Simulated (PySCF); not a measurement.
**Radial density of O²⁺ (oxygen, charge +2)**

wB97X, [He] 2s2 2p1 3s1, 3s spin antiparallel (an excited configuration). Computed with PySCF 2.14 in dyall-av3z, with the spin-free X2C one-electron Hamiltonian (Gaussian nucleus).

```json
{"r (bohr)": "0.00267", "4πr²ρ (e/bohr)": "0.02916", "4πr²(ρα − ρβ)": "-0.0002"}
{"r (bohr)": "0.00448", "4πr²ρ (e/bohr)": "0.07899", "4πr²(ρα − ρβ)": "-0.0004"}
{"r (bohr)": "0.00754", "4πr²ρ (e/bohr)": "0.2102", "4πr²(ρα − ρβ)": "-0.0011"}
{"r (bohr)": "0.0127", "4πr²ρ (e/bohr)": "0.5421", "4πr²(ρα − ρβ)": "-0.0028"}
{"r (bohr)": "0.0213", "4πr²ρ (e/bohr)": "1.324", "4πr²(ρα − ρβ)": "-0.0069"}
{"r (bohr)": "0.0359", "4πr²ρ (e/bohr)": "2.952", "4πr²(ρα − ρβ)": "-0.0147"}
{"r (bohr)": "0.0604", "4πr²ρ (e/bohr)": "5.630", "4πr²(ρα − ρβ)": "-0.0247"}
{"r (bohr)": "0.102", "4πr²ρ (e/bohr)": "8.270", "4πr²(ρα − ρβ)": "-0.0168"}
{"r (bohr)": "0.171", "4πr²ρ (e/bohr)": "7.892", "4πr²(ρα − ρβ)": "0.0744"}
{"r (bohr)": "0.287", "4πr²ρ (e/bohr)": "3.988", "4πr²(ρα − ρβ)": "0.3530"}
{"r (bohr)": "0.483", "4πr²ρ (e/bohr)": "2.446", "4πr²(ρα − ρβ)": "0.7722"}
{"r (bohr)": "0.813", "4πr²ρ (e/bohr)": "3.336", "4πr²(ρα − ρβ)": "0.9052"}
{"r (bohr)": "1.37", "4πr²ρ (e/bohr)": "1.360", "4πr²(ρα − ρβ)": "0.3724"}
{"r (bohr)": "2.30", "4πr²ρ (e/bohr)": "0.4967", "4πr²(ρα − ρβ)": "-0.3938"}
{"r (bohr)": "3.87", "4πr²ρ (e/bohr)": "0.1981", "4πr²(ρα − ρβ)": "-0.1979"}
{"r (bohr)": "6.51", "4πr²ρ (e/bohr)": "0.007564", "4πr²(ρα − ρβ)": "-0.0076"}
```

Densities and radii are taken from the X2C orbitals without a picture-change correction, which distorts them close to the nucleus.

The outer electron is Rydberg-like, and this basis confines it to a smaller radius and binds it less than a complete one would. With the s spin flipped the determinant is a mixture of two multiplicities, not a spectroscopic state.
